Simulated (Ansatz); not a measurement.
**Ligand exchange: C2H6Cl2Si + C2H9AsSi → CH6Cl2Si2 + C3H9As**

Species: C2H6Cl2Si `CC[SiH](Cl)Cl`, singlet; C2H9AsSi `CC[AsH][SiH3]`, singlet; CH6Cl2Si2 `[SiH3]C[SiH](Cl)Cl`, singlet; C3H9As `CC[AsH]C`, singlet. The partners trade CH3 for SiH3: C–CH3 and As–SiH3 bonds give way to C–SiH3 and As–CH3.

Shapes, held fixed at every level: PBE0-D4/def2-TZVP. Flexible molecules stand in one conformer, not always the lowest. Programs: Ansatz 0.2.0. Electronic energies: no zero-point or thermal term.

| level | kind | ΔE (kJ/mol) | less CCSD(T)/def2-TZVPP | CPU time (sum over the molecules) |
| --- | --- | --- | --- | --- |
| r2SCAN-D4/def2-TZVPP | meta-GGA | +4.2 | +5.2 | 89 s |
| BHLYP-D4/def2-TZVPP | global hybrid | +2.7 | +3.7 | 74 s |
| PBE0-D4/def2-TZVPP | global hybrid | +8.4 | +9.4 | 71 s |
| r2SCAN0-D4/def2-TZVPP | global hybrid | +4.6 | +5.6 | 1.9 min |
| MP2/def2-SVP | perturbation theory | +10.9 | +11.9 | – |
| CCSD/def2-SVP | coupled cluster or CI | +13.8 | +14.8 | – |
| CCSD(T)/def2-TZVPP | coupled cluster or CI | -1.0 | 0.0 | 27 min |

The highest level, CCSD(T)/def2-TZVPP, gives ΔE = -1.0 kJ/mol; the levels span -1.0 to +13.8. That is about zero within the method's error. They disagree on the sign: 6 of 7 are positive. The column of differences is taken from that level and isn't an error. No measured value is set beside it here. Relativity is left out for As. Outer-core shells of As are correlated, in sets that cover them unevenly. CCSD(T)/def2-TZVPP lies outside the range of all other levels here, so it shouldn't be taken on trust. Times are processor times on shared x86 and Arm servers, and rough.
